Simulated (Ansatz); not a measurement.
Consider the cleavage of the B–Si bond: `B[SiH2]B[SiH2]C` + `C=CN[SiH3]` → `BN([SiH3])C=C` + `C[SiH2]B[SiH3]`.

Program: Ansatz. Geometries: PBE0-D4/def2-TZVP. ΔE: electronic, gas phase. CBS: MP2 limit from def2 TZ/QZ plus the TZ coupled-cluster correction, frozen cores. This one scheme is used for every species. Functionals use def2-TZVPP. One conformer a species, not always the lowest.

| level | ΔE (kcal/mol) |
| --- | --- |
| PBE | -32.2 |
| CCSD/CBS(def2) | -35.6 |

**Question.** What does CCSD(T)/CBS give? (An estimate is asked.)

**Answer.** Ansatz gave: -35.9 kcal/mol. The listed levels differ from it by 3.7, 0.3 kcal/mol.

Largest T1 diagnostic among the species: 0.015.

In def2-TZVPP, CCSD(T) changes the Hartree–Fock value by −1.1 kcal/mol (the triples alone add −0.3 kcal/mol) and MP2 by −2.7 kcal/mol. From PBE to PBE0 (25 % exact exchange), in def2-TZVPP and without D4, ΔE moves by −1.1 kcal/mol. The D4 term adds −0.9 kcal/mol with B3LYP and −0.4 kcal/mol with PBE0; it sums over pairs of atoms, weighted by their polarisabilities, and B3LYP, whose exchange is more repulsive, gets the larger term.

B3LYP here is the variant with VWN-RPA as its local correlation; programs differ in this.
